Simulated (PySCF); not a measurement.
Ga(Me)2(SH) (C2H7GaS), SMILES [CH3][Ga]([CH3])[SH].

Coordinates come from a B3LYP-D3(BJ)/def2-SVP optimisation. The structure was generated by enumeration; whether it is a known compound was not checked. One conformer was computed; it need not be the lowest.

Two levels are set side by side: PBE/def2-TZVP (PySCF) and r2SCAN/def2-TZVP (PySCF). Same geometry, gas phase. Differences are taken from unrounded values.

```
quantity                     r2SCAN    PBE  PBE minus r2SCAN
---------------------------  ------  -----  ----------------
orbital gap (eV)               5.21   4.68             -0.53
highest occupied level (eV)   -6.40  -6.12              0.28
lowest empty level (eV)       -1.19  -1.44             -0.25
dipole moment (D)              1.97   1.88             -0.09
mean polarisability (bohr³)    74.5   76.4               1.9
```

Rough cost on one machine, each run with all the roots and properties that it gave: r2SCAN against PBE about 4 times.
